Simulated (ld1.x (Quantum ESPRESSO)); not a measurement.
**lead: excitation energies, all-electron against ultrasoft**

```json
{
  "Element": "Pb (Z = 82)",
  "Generator": "ld1.x (Quantum ESPRESSO) 7.5",
  "Type": "ultrasoft",
  "Functional": "PBEsol",
  "Relativity": "fully relativistic",
  "Frozen core": "[Xe] 4f14 5d10",
  "Valence charge": "4",
  "Reference configuration": "6s2 6p1.75 (charge +0.25)",
  "Partial waves": "6s (bound): rcut 1.80, rcutus 1.95 bohr; 6s channel at 1.75 Ry: rcut 1.80, rcutus 1.95 bohr; 6p (bound): rcut 2.35, rcutus 2.65 bohr; 6p channel at 1.7 Ry: rcut 2.35, rcutus 2.65 bohr",
  "Local potential": "all-electron potential smoothed inside 2.10 bohr (lloc = -1)",
  "Core correction": "none",
  "Augmentation charge": "PSQ, inside the norm-conserving radii"
}
```

Open shells are filled in proportion to 2j + 1 (rel_dist='average').

Energies are relative to the spin-unpolarised reference configuration 6s2 6p1.75; without spin polarisation the order of configurations can differ from experiment.

| valence configuration | charge | ΔE all-electron (eV) | error AE − PS (meV) |
| --- | --- | --- | --- |
| 6s2 6p2 | 0 | -1.089 | -1.7 |
| 6s2 6p1 | +1 | 5.632 | -3.8 |
| 6s2 6p0 | +2 | 19.240 | +3.7 |
| 6s1 6p2 | +1 | 15.032 | -15 |
| 6s2 6p2.3 | -0.3 | -1.926 | -3.1 |
| 6s1 6p3 | 0 | 7.511 | +6.9 |

(1) What are ΔE and the potential's error for 6s2 6p1.5?

Levels in the configuration 6s2 6p2:

```json
{"level": "6s j=1/2", "all-electron (eV)": "-12.040", "pseudo (eV)": "-12.034"}
{"level": "6p j=1/2", "all-electron (eV)": "-4.615", "pseudo (eV)": "-4.613"}
{"level": "6p j=3/2", "all-electron (eV)": "-3.129", "pseudo (eV)": "-3.129"}
```

Note: ghost state, extra bound levels that the all-electron valence spectrum of the same l lacks: d at -2.73 eV. A true bound ghost makes a file unfit for plane-wave use.

Results:

(1) ΔE = 1.471 eV all-electron; the error (AE − PS) is +1.2 meV.

ld1.x printed “convergence not achieved” for 1 of the counted tests; its residual had stalled under 1e-8, short of the target of 1e-14.
